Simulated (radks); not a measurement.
The numbers below are computed, except where a source is named.
Initial-state core-level shifts of neutral molybdenum when its valence configuration changes from [Kr] 4d5 5s1. Code: a radial shooting solver on a logarithmic mesh with Libxc functionals. Model: scalar-relativistic Kohn-Sham, r2SCAN, spin-unpolarised, spherical densities, finite nucleus; meta-GGA in the generalised Kohn-Sham scheme; Fermi nuclear charge, rms radius 4.4091 fm. Shifts are changes of the shell-averaged eigenvalues in eV (positive: less bound); the change of the density at the nucleus, which sets a Mossbauer isomer shift, is in e/bohr^3, on a base of 9.263e+04.

| valence | 2p | 3s | 3d | 4p | density at nucleus |
|---|---|---|---|---|---|
| 4d6 | +2.412 | +2.408 | +2.418 | +2.166 | -11.445 |
| 4d4.5 5s1.5 | -1.477 | -1.467 | -1.473 | -1.288 | +6.947 |
| 4d4 5s2 | -3.121 | -3.092 | -3.106 | -2.686 | +14.946 |
| 4d5 5p1 | -1.346 | -1.362 | -1.358 | -1.438 | -10.558 |
| 4d3.5 5s1.5 5p1 | -6.294 | -6.245 | -6.266 | -5.568 | +11.961 |
| 4d3 5s1 5p2 | -9.502 | -9.417 | -9.448 | -8.375 | +8.257 |
| 4d4.5 5s1 5p0.5 | -2.184 | -2.180 | -2.185 | -2.026 | +1.598 |
| 4d1 5s1 5p4 | -20.830 | -20.433 | -20.519 | -17.182 | +21.345 |
| 4d4 5s1 5p1 | -4.492 | -4.474 | -4.486 | -4.098 | +3.466 |
